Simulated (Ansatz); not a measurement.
Sn3O4. The state is a singlet with charge 0. Geometry r2SCAN-D4/def2-SVP.

```xyz
7

Sn   -0.1338   -2.1558   -1.2517
Sn   -1.7613    1.0227   -0.1801
Sn    1.2010   -0.1390    0.8952
O     1.5908   -1.3529   -0.7764
O    -0.8592   -0.8174    0.1941
O    -0.3984    1.7897    1.2144
O     0.3609    1.6528   -0.0955
```

In the def2 sets Sn takes a core potential; there is no spin–orbit coupling. B3LYP takes the VWN-RPA correlation. HSE06 is defined as in plane-wave codes, on full-range PBE exchange. The structure holds one bond between oxygen atoms, so isomers without such links may lie far lower. The restricted singlet is unstable towards broken spin symmetry in Hartree–Fock (as tested in another run); at PBE-D4/def2-TZVP, BLYP-D4/def2-TZVP, B3LYP-D4/def2-TZVP, PBE0-D4/def2-TZVP and others this wasn't settled. Another isomer (singlet) lies 0.31 eV lower at PBE0-D4/def2-TZVP; other spin states weren't run for this one.

Estimate the orbital energies around the gap (eV) in Ansatz with PBE-D4/def2-TZVP, BLYP-D4/def2-TZVP, B3LYP-D4/def2-TZVP, PBE0-D4/def2-TZVP, HSE06-D4/def2-TZVP.


```tsv
orbital	PBE-D4/def2-TZVP	BLYP-D4/def2-TZVP	B3LYP-D4/def2-TZVP	PBE0-D4/def2-TZVP	HSE06-D4/def2-TZVP
HOMO−9	-9.51	-9.31	-10.75	-11.10	-10.69
HOMO−8	-8.66	-8.49	-9.80	-10.11	-9.70
HOMO−7	-7.96	-7.81	-9.10	-9.41	-9.00
HOMO−6	-7.79	-7.61	-9.01	-9.28	-8.87
HOMO−5	-6.85	-6.72	-7.91	-8.20	-7.79
HOMO−4	-6.77	-6.62	-7.73	-7.91	-7.52
HOMO−3	-6.42	-6.28	-7.52	-7.77	-7.37
HOMO−2	-6.19	-6.05	-7.35	-7.61	-7.21
HOMO−1	-5.73	-5.61	-6.83	-7.12	-6.71
HOMO	-5.56	-5.43	-6.56	-6.72	-6.33
LUMO	-3.06	-2.98	-2.63	-2.42	-2.78
LUMO+1	-2.52	-2.44	-2.03	-1.80	-2.16
LUMO+2	-2.06	-1.96	-1.59	-1.38	-1.74
LUMO+3	-1.40	-1.30	-0.81	-0.59	-0.94
LUMO+4	-1.16	-1.07	-0.60	-0.36	-0.72
LUMO+5	-0.82	-0.71	-0.05	0.18	-0.16
```
